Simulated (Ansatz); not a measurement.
Consider the cleavage of the Si–Si bond: `C=C[SiH]([SiH3])[SiH3]` + `O[Si](O)(Cl)Cl` → `O[Si](Cl)(Cl)O[SiH3]` + `C=C[SiH2][SiH3]`.

Gas-phase electronic energies from Ansatz, PBE0-D4/def2-TZVP geometries. CCSD(T)/CBS is the MP2 limit (def2-TZVPP, def2-QZVPP) plus CCSD(T) − MP2 in def2-TZVPP, frozen cores. Functionals use def2-TZVPP. B3LYP here is the variant with VWN-RPA as its local correlation; programs differ in this. One conformer a species, not always the lowest.

| level | ΔE (kJ/mol) | difference from CCSD(T)/CBS |
| --- | --- | --- |
| PBE-D4 | -70.3 | 28.0 |
| r2SCAN-D4 | -89.6 | 8.7 |
| PBE0-D4 | -79.3 | 19.0 |
| ωB97X-V | -96.7 | 1.6 |
| ωB97M-V | -100.0 | -1.7 |
| B2PLYP | -103.2 | -4.9 |
| PBE | -71.2 | 27.1 |
| r2SCAN | -89.9 | 8.4 |
| PBE0 | -80.1 | 18.2 |
| B3LYP | -100.6 | -2.3 |
| MP2/def2-TZVPP | -102.8 | -4.5 |
| CCSD/def2-TZVPP | -102.8 | -4.5 |
| CCSD(T)/def2-TZVPP | -97.8 | 0.5 |
| MP2/def2-QZVPP | -104.1 | -5.8 |
| SCS-MP2/def2-QZVPP | -110.9 | -12.6 |
| CCSD/CBS(def2) | -103.2 | -4.9 |
| CCSD(T)/CBS | -98.3 | 0 |

Largest T1 diagnostic among the species: 0.013.

In def2-TZVPP, CCSD(T) changes the Hartree–Fock value by +31.9 kJ/mol (the triples alone add +4.9 kJ/mol) and MP2 by +27.0 kJ/mol. From PBE to PBE0 (25 % exact exchange), in def2-TZVPP and without D4, ΔE moves by −8.9 kJ/mol.
